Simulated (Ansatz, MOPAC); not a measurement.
Species: C$_{2}$H$_{9}$N$_{2}$Si, net charge 0, doublet state. SMILES: N[Si]([NH])(C)C

Atoms: C1, Si2, C3, N4, N5, H6, H7, H8, H9, H10, H11, H12, H13, H14. Bonds: C1-Si2, C1-H6, C1-H7, C1-H8, Si2-C3, Si2-N4, Si2-N5, C3-H9, C3-H10, C3-H11, N4-H12, N5-H13, N5-H14.

Bond lengths (Å) and angles (degrees) optimised at PM7 with MOPAC; HF/3-21G with Ansatz (a quantum-chemistry and plane-wave program); HF/6-31G* with Ansatz; PBE/6-31G* with Ansatz; B3LYP/LANL2DZ with Ansatz; MP2/6-31G* with Ansatz, each started from the B3LYP-D3(BJ)/def2-TZVP structure (Ansatz) of the last column. A row stands for all coordinates that are equal there; 10 of 28 kinds are shown. 6-31G* holds six Cartesian d functions. No wavenumbers were computed at PBE/6-31G*, B3LYP/LANL2DZ, MP2/6-31G*, so these may be saddle points.

```tsv
coordinate	PM7	HF/3-21G	HF/6-31G*	PBE/6-31G*	B3LYP/LANL2DZ	MP2/6-31G*	B3LYP-D3(BJ)/def2-TZVP
C1-Si2	1.865	1.900	1.883	1.880 to 1.892	1.890	1.879	1.875
C1-H6	1.104 to 1.108	1.086	1.087	1.104	1.097	1.094	1.092
Si2-N4	1.798	1.803	1.777	1.765	1.812	1.788	1.763
Si2-N5	1.784	1.742	1.724	1.775	1.752	1.735	1.722
C3-H9	1.104	1.085	1.087	1.104	1.096	1.094	1.091
N4-H12	1.005	1.019	1.010	1.037	1.036	1.028	1.024
N5-H13	1.015	1.001	0.999	1.024	1.013	1.015	1.009
C1-Si2-C3	112.6	110.5	112.6	111.7	114.1	112.4	112.8
C1-Si2-N4	109.9	106.0	108.1	117.4	104.3	108.5	110.4
C1-Si2-N5	108.2	109.4	108.1	106.6	108.5	107.6	107.1
```

A range marks coordinates that this level makes unequal.

Mean signed difference of all 13 bond lengths from B3LYP-D3(BJ)/def2-TZVP: PM7 0.012 Å, HF/3-21G 0.004 Å, HF/6-31G* -0.002 Å, PBE/6-31G* 0.015 Å, B3LYP/LANL2DZ 0.012 Å, MP2/6-31G* 0.006 Å.
